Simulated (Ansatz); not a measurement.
Two isomers of CH6ClGaSi: A = `[SiH3][CH2][GaH][Cl]`, B = `C[SiH2][GaH][Cl]`.

Isolated molecules relaxed with PBE0-D4/def2-TZVP in Ansatz; ΔE leaves out vibrations. CCSD(T)/CBS adds triple-zeta CCSD(T) − MP2 to the extrapolated MP2 energy (def2 sets, frozen cores). DFT in def2-TZVPP. B3LYP here is the variant with VWN-RPA as its local correlation; programs differ in this. For Ga outer-core shells are correlated without core-valence functions, which leaves a few kJ/mol of doubt a bond. Scalar relativity is left out up to krypton. One conformer a species, not always the lowest.

A:

```xyz
10

Si    0.637   -0.581   -1.192
C     0.575    0.452    0.368
Ga   -1.094    0.255    1.359
Cl   -2.710    1.504    0.669
H    -0.449   -0.174   -2.121
H     1.943   -0.434   -1.889
H     0.447   -2.020   -0.858
H     1.411    0.170    1.015
H     0.682    1.506    0.094
H    -1.442   -0.678    2.556
```

B:

Z-matrix (Å, degrees):
```
C
Si 1 1.877
H 1 1.092 2 111.0
H 1 1.092 2 110.5 3 -119.9
H 1 1.092 2 111.0 3 120.2
Ga 2 2.407 1 113.5 3 -60.1
H 2 1.490 1 110.4 3 60.5
H 2 1.490 1 110.4 3 179.2
Cl 6 2.164 2 114.3 1 179.9
H 6 1.568 2 133.2 1 -0.1
```

**Question.** Which is lower in electronic energy at CCSD(T)/CBS, and by how much? (Best estimate.)

**Answer.** The calculation gave: B, by 1.9 kcal/mol.

**Question.** Give E(B) − E(A) in kcal/mol with B2PLYP, BLYP-D4, LDA (SPW92), PBE-D4, HF/def2-TZVPP, B3LYP-D4, B3LYP. (Best estimate.)

**Answer.** The calculation gave: B2PLYP -3.1, BLYP-D4 -4.7, LDA (SPW92) -4.8, PBE-D4 -5.7, HF/def2-TZVPP -2.4, B3LYP-D4 -4.1, B3LYP -4.8. None reverses the order clearly.

**Question.** Does the order hold for the free energy at 298.15 K (harmonic terms from PBE0-D4)? (Estimate.)

**Answer.** The calculation gave: Yes: G(B) − G(A) = -0.8 kcal/mol, for one conformer each. Modes under 60 cm⁻¹, often nearly free rotors, make the harmonic entropy too high.

Largest T1 diagnostic: 0.012.

From BLYP to BHLYP (50 % exact exchange), in def2-TZVPP and without D4, E(B) − E(A) moves by +2.0 kcal/mol. Leaving LDA and LC-ωPBE aside and taking each functional with its dispersion term where it has one, the values, not all of them listed here, spread over 2.9 kcal/mol, from PBE-D4 to ωB97M-V. LDA lies +1.3 kcal/mol from PBE without D4.
